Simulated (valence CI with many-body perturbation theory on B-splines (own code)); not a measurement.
# Energy levels of Ge

Calculated by valence CI with perturbative core correlation (CI+MBPT): four valence electrons over a frozen Dirac-Fock core [Ar] 3d10, radial functions for each j: 11 s, 11 p, 9 d, 7 f, 5 g, 2 h, 1 i, with the one-electron correlation potential Σ1 (screened to all orders), the two-electron term Σ2, the three-electron term Σ3, Breit, model QED; selected single and double excitations, second order for the rest, scaled by the run's own slope (own B-spline code, finite nucleus).

Set against measurement, 31 paired levels are off by 127 cm⁻¹ on average, the worst by 262. These come from a selection out of the NIST Handbook of Basic Atomic Spectroscopic Data. Levels without a partner in it may be off by more. Among the levels kept, up to 650 cm⁻¹ of a level comes from second order outside the variational space, and about a tenth of that is noise between levels of different J, which matters for small intervals.

Levels 46 to 74 of 74, with energies above the lowest level, (4s^2 4p1/2^2) J=0. "Leading %" is the weight of the configuration and term that name the level; weights of strongly mixed levels are sums over their largest components and can fall short. In the jj column 3d3/2^4 stands for four electrons in 3d with j = 3/2. Lifetimes count E1, E2, E3, M1 and M2 decay at the calculated energies, and are blank where another channel may lead or the interval is too uncertain; long ones can be off by a factor of two.

| No. | Configuration | Term | J | E (cm⁻¹) | Leading % | Lifetime | g | Second component | Leading jj |
| --- | --- | --- | --- | --- | --- | --- | --- | --- | --- |
| 46 | 4s2 4p 6p | 3D | 3 | 56611 | 70 | 129 ns | 1.303 | 10 % 4s2 4p 4f 3D | 4s^2 4p3/2 6p3/2 (70 %) |
| 47 | 4s2 4p 4f | 3G | 4 | 56641 | 36 | 60.6 ns | 1.092 | 29 % 4s2 4p 4f 1G | 4s^2 4p1/2 4f7/2 (91 %) |
| 48 | 4s2 4p 4f | 3G | 3 | 56646 | 65 | 56.5 ns | 0.832 | 17 % 4s2 4p 4f 1F | 4s^2 4p1/2 4f5/2 (90 %) |
| 49 | 4s2 4p 4f | 3D | 3 | 56650 | 35 | 70.7 ns | 1.219 | 23 % 4s2 4p 4f 3F | 4s^2 4p1/2 4f7/2 (71 %) |
| 50 | 4s2 4p 5d | 3F° | 3 | 56659 | 50 | 36.6 ns | 1.159 | 11 % 4s2 4p 5d 3D° | 4s^2 4p3/2 5d5/2 (28 %) |
| 51 | 4s2 4p 4f | 3F | 2 | 56659 | 46 | 61.1 ns | 0.865 | 27 % 4s2 4p 4f 1D | 4s^2 4p1/2 4f5/2 (91 %) |
| 52 | 4s2 4p 5d | 3F° | 2 | 56756 | 31 | 47.2 ns | 1.000 | 19 % 4s2 4p 5d 1D° | 4s^2 4p3/2 5d3/2 (53 %) |
| 53 | 4s2 4p 6p | 3P | 2 | 56762 | 56 | 151 ns | 1.359 | 26 % 4s2 4p 6p 3D | 4s^2 4p3/2 6p1/2 (68 %) |
| 54 | 4s2 4p 6p | 3S | 1 | 56894 | 60 | 136 ns | 1.819 | 29 % 4s2 4p 6p 3P | 4s^2 4p3/2 6p1/2 (63 %) |
| 55 | 4s2 4p 7s | 3P° | 0 | 57005 | 91 | 31.8 ns |  |  | 4s^2 4p1/2 7s (91 %) |
| 56 | 4s2 4p 7s | 3P° | 1 | 57032 | 58 | 42.9 ns | 1.318 | 28 % 4s2 4p 7s 1P° | 4s^2 4p1/2 7s (87 %) |
| 57 | 4s2 4p 6p | 1D | 2 | 57067 | 64 | 120 ns | 1.125 | 21 % 4s2 4p 6p 3P | 4s^2 4p3/2 6p3/2 (70 %) |
| 58 | 4s2 4p 5d | 3P° | 1 | 57240 | 51 | 17.6 ns | 1.215 | 18 % 4s2 4p 5d 1P° | 4s^2 4p3/2 5d3/2 (43 %) |
| 59 | 4s2 4p 5d | 3P° | 2 | 57278 | 54 | 29.8 ns | 1.299 | 22 % 4s2 4p 5d 1D° | 4s^2 4p3/2 5d5/2 (73 %) |
| 60 | 4s2 4p 5d | 3F° | 4 | 57397 | 87 | 119 ns | 1.251 |  | 4s^2 4p3/2 5d5/2 (87 %) |
| 61 | 4s2 4p 6p | 1S | 0 | 57493 | 68 | 117 ns |  | 14 % 4s2 4p 6p 3P | 4s^2 4p3/2 6p3/2 (79 %) |
| 62 | 4s2 4p 5d | 3P° | 0 | 57654 | 86 | 25.2 ns |  |  | 4s^2 4p3/2 5d3/2 (86 %) |
| 63 | 4s2 4p 5d | 1P° | 1 | 57911 | 36 | 20.5 ns | 1.124 | 30 % 4s2 4p 5d 3P° | 4s^2 4p3/2 5d5/2 (49 %) |
| 64 | 4s2 4p 5d | 1F° | 3 | 57960 | 61 | 11.2 ns | 1.040 | 13 % 4s2 4p 5d 3F° | 4s^2 4p3/2 5d3/2 (62 %) |
| 65 | 4s2 4p 7p | 3D | 1 | 58264 | 66 | 524 ns | 0.662 | 21 % 4s2 4p 7p 1P | 4s^2 4p1/2 7p1/2 (90 %) |
| 66 | 4s2 4p 4f | 3F | 4 | 58320 | 65 | 58.5 ns | 1.187 | 15 % 4s2 4p 4f 3G | 4s^2 4p3/2 4f7/2 (86 %) |
| 67 | 4s2 4p 4f | 1F | 3 | 58325 | 38 | 55.3 ns | 0.953 | 27 % 4s2 4p 4f 3F | 4s^2 4p3/2 4f5/2 (83 %) |
| 68 | 4s2 4p 4f | 3D | 3 | 58386 | 46 | 59.7 ns | 1.194 | 26 % 4s2 4p 4f 3F | 4s^2 4p3/2 4f7/2 (82 %) |
| 69 | 4s2 4p 7p | 3P | 1 | 58397 | 44 | 320 ns | 1.471 | 25 % 4s2 4p 7p 3S | 4s^2 4p1/2 7p3/2 (90 %) |
| 70 | 4s2 4p 4f | 3F | 2 | 58399 | 45 | 61.6 ns | 0.870 | 27 % 4s2 4p 4f 1D | 4s^2 4p3/2 4f5/2 (83 %) |
| 71 | 4s2 4p 6d | 3D° | 2 | 58420 | 32 | 37.1 ns | 1.210 | 21 % 4s2 4p 6d 3P° | 4s^2 4p1/2 6d5/2 (59 %) |
| 72 | 4s2 4p 7p | 3D | 2 | 58432 | 49 | 236 ns | 1.174 | 24 % 4s2 4p 7p 1D | 4s^2 4p1/2 7p3/2 (87 %) |
| 73 | 4s2 4p 4f | 3G | 5 | 58433 | 91 | 57.2 ns | 1.200 |  | 4s^2 4p3/2 4f7/2 (91 %) |
| 74 | 4s2 4p 4f | 1G | 4 | 58440 | 52 | 63.6 ns | 1.022 | 40 % 4s2 4p 4f 3G | 4s^2 4p3/2 4f5/2 (86 %) |

Where two levels of one J and parity lie close, their mixing, g and order are uncertain.
